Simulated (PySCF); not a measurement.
YCl₃, SMILES [Cl][Y]([Cl])[Cl].

Geometry: B3LYP-D3(BJ)/def2-SVP. The isomer is the one that the SMILES or the coordinates give; other isomers of the formula were not compared. The def2 effective core potentials stand for the cores of Y; spin–orbit coupling is left out.

All values below come from TDA-PBE0/def2-SVPD in PySCF.

Vertical excitations; the highest root listed may be one member of a degenerate set. Isolated molecule, no solvent. State labels are in the subgroup C2v.

Computed UV-visible absorptions:
| state | symmetry | energy (eV) | λ (nm) | f | main pairs |
|---|---|---|---|---|---|
| S1 | B1 | 4.95 | 251 | 0.000 | HOMO→LUMO 100 % |
| S2 | B1 | 5.17 | 240 | 0.004 | HOMO−1→LUMO (degenerate set) |
| S3 | A1 | 5.17 | 240 | 0.004 | HOMO−2→LUMO (degenerate set) |
| S4 | B2 | 5.23 | 237 | 0.058 | HOMO−3→LUMO 99 % |
| S5 | A2 | 5.32 | 233 | 0.000 | HOMO−4→LUMO (degenerate set) |
| S6 | B2 | 5.32 | 233 | 0.000 | HOMO−5→LUMO (degenerate set) |
| S7 | B1 | 5.81 | 213 | 0.003 | HOMO−7→LUMO (degenerate set) |
| S8 | A1 | 5.81 | 213 | 0.003 | HOMO−6→LUMO (degenerate set) |
| S9 | A2 | 5.93 | 209 | 0.000 | HOMO→LUMO+1 (degenerate set) |
| S10 | B2 | 5.93 | 209 | 0.000 | HOMO→LUMO+2 (degenerate set) |
| T1 | B1 | 4.93 | 251 | 0 | HOMO→LUMO 100 % |
| T2 | B2 | 5.11 | 243 | 0 | HOMO−3→LUMO 99 % |
| T3 | B1 | 5.13 | 242 | 0 | HOMO−1→LUMO (degenerate set) |
| T4 | A1 | 5.13 | 242 | 0 | HOMO−2→LUMO (degenerate set) |
Triplets are in the Tamm–Dancoff approximation.
